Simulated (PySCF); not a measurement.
Ru(CO)2 (C2O2Ru), SMILES [O+]#[C-]->[Ru]<-[C-]#[O+] (connectivity only; charge and spin as stated), neutral, multiplicity 3.

Geometry: PBE-D3(BJ)/def2-SVP. The multiplicity is an assumed one; other spin states were not compared. The def2 effective core potentials stand for the cores of Ru; spin–orbit coupling is left out.

The numbers are results of PBE-D3(BJ)/def2-SVP in PySCF 2.14.0, not measurements.

Frequencies are harmonic and unscaled.

Computed vibrational spectrum:
```tsv
mode	ν (cm⁻¹)	IR (km/mol)	moving atoms (share of kinetic energy)
1	90	1.2	O 83 %, Ru 11 %
2	295	0.0	C 76 %, O 24 %
3	343	1.1	C 75 %, O 25 %
4	361	3.8	C 78 %, O 19 %
5	485	50.2	O 44 %, C 32 %, Ru 24 %
6	515	1.3	O 47 %, C 29 %, Ru 24 %
7	578	0.8	C 88 %, O 11 %
8	1950	1181.9	C 60 %, O 40 %
9	2004	329.2	C 61 %, O 39 %
```
